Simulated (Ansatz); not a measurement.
The cluster KI2. The state is a doublet with charge 0. Geometry PBE0-D4/def2-TZVPD, that of the charge -1 singlet; atoms count from 1.

```tsv
atom	x (Å)	y (Å)	z (Å)
K1	-0.0014	0.0059	0.0032
I2	0.5690	0.9180	-3.0758
I3	-0.5676	-0.9239	3.0725
```

In the def2 sets I takes a core potential; there is no spin–orbit coupling. The structure comes from a short search, and lower isomers may exist.

Q: Estimate the Mulliken populations from the PBE0/def2-TZVPD orbitals of Ansatz.

A: 
```json
{"atom": "K1", "charge (e)": "0.69", "spin (α − β)": "-0.03"}
{"atom": "I2", "charge (e)": "-0.35", "spin (α − β)": "0.52"}
{"atom": "I3", "charge (e)": "-0.35", "spin (α − β)": "0.52"}
```
Mulliken values and Mayer orders depend strongly on the basis. With diffuse functions, as here, like atoms can get unlike values, and bond orders can come out too low or too high.

Q: Where does the spin sit?

A: Summed by element: K -0.03, I 1.03, of 1 unpaired in all. Largest on single atoms: I2 0.52, I3 0.52, K1 -0.03.
